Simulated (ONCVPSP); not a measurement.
Potentials for Rb compared

Generated with ld1.x 7.5 (TM, RRKJ, ultrasoft, PAW), atompaw 4.2 or ONCVPSP 4.0.1. The cutoff is in Ry: for ld1.x and atompaw files where the sum of valence levels is converged to 10 mRy in a Bessel basis, for ONCV files where the hardest occupied wave has 1 mHa per electron of residual kinetic energy. The error is the largest all-electron minus pseudo excitation energy over each file’s own four to seven test configurations (ionisations up to +4, promotions, holes and added fractions of an electron), all of which were solved. The labels leave out finer settings (local radius, basis sizes, second energies), which also bear on the numbers. Spin-polarised tests are not counted. The rows are a selection from randomly drawn settings: files with unsolved tests, undetermined cutoffs or missed reference levels are left out.

| potential | cutoff (Ry) | largest error (meV) | bound ghosts |
| --- | --- | --- | --- |
| ONCV, PBEsol, scalar-relativistic, rc 1.95/2.00/1.65 (spd), local smoothed, core correction yes, reference 4s2 4p6, qcut 6.2/6.5/5, projectors 2/2/1 | 26 | -7.0 | none |
| ONCV, PBE, scalar-relativistic, rc 1.70/2.25/1.70 (spd), local d, core correction yes, reference 4s2 4p6, qcut 6.1/5.4/5.7, projectors 2/2/0 | 29 | +0.4 | none |
| ONCV, PBE, scalar-relativistic, rc 2.45/1.80/2.55 (spd), local smoothed, core correction yes, reference 4s2 4p6 5s0.75, qcut 5.3/4.4/3.5, projectors 2/1/2 | 16 | +4.7 | none |

(1) Fill in the row for Rb: ONCV, PBE, scalar-relativistic, rc 2.70/1.90/2.35 (spd), local smoothed, core correction yes, reference 4s2 4p6 5s1, qcut 3.6/8.4/4.1, projectors 2/2/2.

(2) Fill in the row for Rb: ONCV, PBE, scalar-relativistic, rc 2.35/1.80/2.45 (spd), local smoothed, core correction yes, reference 4s2 4p6 5s1, qcut 5.2/5.2/3.8, projectors 3/2/2.

(3) Fill in the row for Rb: ONCV, PBE, fully relativistic, rc 2.20/1.70/1.75 (spd), local smoothed, core correction yes, reference 4s2 4p6 5s1, qcut 6/4.9/4.9, projectors 2/2/2.

Answers

(1) cutoff 35 Ry, largest error -335 meV, bound ghosts: none.

(2) cutoff 17 Ry, largest error -129 meV, bound ghosts: none.

(3) cutoff 22 Ry, largest error -60 meV, bound ghosts: none.
